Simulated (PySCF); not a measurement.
Give a PBE0-D3(BJ)/def2-SVP geometry of `[SiH3]O[Si@@H]([SiH3])[SeH]`.

```
atom  x, y, z in Å
Si1    2.486    0.150   -0.718
O2     0.906    0.636   -0.493
Si3   -0.392    0.218    0.456
Si4   -2.343    0.562   -0.781
Se5   -0.296   -1.965    1.137
H6     2.528   -1.171   -1.410
H7     3.146    1.179   -1.568
H8     3.198    0.045    0.591
H9    -0.351    0.965    1.749
H10   -3.532    0.336    0.095
H11   -2.366   -0.430   -1.901
H12   -2.400    1.943   -1.350
H13   -0.577   -2.485   -0.211
```

Orientation and origin are arbitrary. Atoms count from 1 in this order. Si3 (oxygen-bound silicon) is distorted tetrahedral (angles from 102.6° to 114.1°). Si1 (oxygen-bound silicon) is tetrahedral (angles from 107.2° to 110.7°). Se5 (selenium bonded to Si and H) is bent (angle 93.2°). Si4 (SiH3 silicon) is tetrahedral (angles from 108.2° to 111.7°).

Bonds between heavy atoms (Å): Si1–O2 1.669, O2–Si3 1.661, Si3–Si4 2.335, Si3–Se5 2.288.

Computed, not measured: PBE0-D3(BJ)/def2-SVP geometry optimisation, gas phase in PySCF 2.14.0.

Point group: C1 (no symmetry element, even within 0.4 Å). No PBE0-D3(BJ)/def2-SVP frequencies stand behind this structure, so it isn't proved a minimum. One conformer, not necessarily the lowest (Si1–O2–Si3–Si4 -147°, O2–Si3–Se5–H -71°).

The run took 4.2 min wall on one thread, Arm Neoverse V1 (aarch64), shared host with 32 logical CPUs at a one-minute load of 17, and the process peaked at 0.58 GiB of memory. These figures are those of the optimisation.
